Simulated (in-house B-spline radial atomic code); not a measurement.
# Ionising Te IV (Te3+) with different functionals

Computed with a radial B-spline atomic code at the basis-set limit: four-component Dirac-Coulomb Hamiltonian, Fermi nucleus of rms radius 4.7423 fm, spin-restricted, spherical fractional occupations for the functionals, and exact exchange of hybrids averaged over the configuration. The ionisation energy is the difference of two self-consistent energies, [Kr] 4d10 5s2 5p1 → [Kr] 4d10 5s2, without Breit or QED terms; ε is the level of the shell that loses the electron (mean over j). The electron is taken from both j subshells in proportion to 2j + 1, so the result is a j average, not the step between ground levels.

```
   method                    rung  ΔSCF (eV)  -ε(5p) (eV)
     PBE0           global hybrid      36.61        33.03
BHandHLYP           global hybrid      36.79        34.40
    HSE06  range-separated hybrid      36.69        32.68
  LC-wPBE  range-separated hybrid      36.76        35.95
```

Question: Among the functionals, which spreads more, the ΔSCF values or the orbital energies?

Answer: The orbital energies: ΔSCF values span about 0.17 eV and the orbital energies 3.27 eV; here energy differences depend much less on the functional than eigenvalues do.

Question: How do they compare with the NIST value?

Answer: NIST lists 37.416 eV ± 0.0012 (measured, ground level to ground level). Errors run from -0.80 to -0.63 eV. The correlated functionals all miss on the same side by more than they spread, so the cause is common to them (Breit-QED terms, spin polarisation, the choice among j levels, multiplet and fine-structure energies, or a listed next ion that isn't the cheapest removal here) and closeness doesn't rank the functionals.
